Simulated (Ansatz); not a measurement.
C2H10NNbO4, SMILES `C[N](C)[Nb]([OH])([OH])([OH])[OH]` from Hartree–Fock to CCSD(T)

| atom | x (Å) | y (Å) | z (Å) |
| --- | --- | --- | --- |
| C1 | -1.159 | 1.627 | -0.079 |
| N2 | -0.052 | 0.790 | 0.323 |
| C3 | 0.639 | 1.285 | 1.491 |
| Nb4 | 0.382 | -0.866 | -0.620 |
| O5 | 0.487 | -0.631 | -2.509 |
| O6 | 0.551 | -2.476 | 0.484 |
| O7 | -1.459 | -1.439 | -0.886 |
| O8 | 2.248 | -0.787 | -0.251 |
| H9 | -1.897 | 1.715 | 0.730 |
| H10 | -1.666 | 1.212 | -0.950 |
| H11 | -0.811 | 2.637 | -0.331 |
| H12 | 1.503 | 0.662 | 1.718 |
| H13 | -0.024 | 1.298 | 2.366 |
| H14 | 0.993 | 2.311 | 1.323 |
| H15 | -0.233 | -0.893 | -3.085 |
| H16 | -0.185 | -3.090 | 0.469 |
| H17 | -2.108 | -1.894 | -0.353 |
| H18 | 2.793 | -1.460 | 0.161 |

Charge 0, multiplicity 1. Correlated methods include outer-core shells of Nb, which these sets cover unevenly. Nb takes the def2 core potential. All single points use the PBE0-D4/def2-TZVP geometry. It is one conformer, not always the lowest. Frozen core, restricted reference, the Gaussian-basis code of Ansatz.

```tsv
basis	HF (Eh)	MP2 corr.
def2-SVP	-491.65204	-1.56107
def2-TZVPP	-492.20464	-2.02061
def2-QZVPP	-492.23016	-2.18292
```

Problem. Estimate the CCSD correlation energy and the (T) correction in each basis where they were run (hartree).

Solution. 
| basis | CCSD corr. | (T) |
| --- | --- | --- |
| def2-SVP | -1.58902 | -0.05603 |
| def2-TZVPP | -2.02508 | -0.09274 |
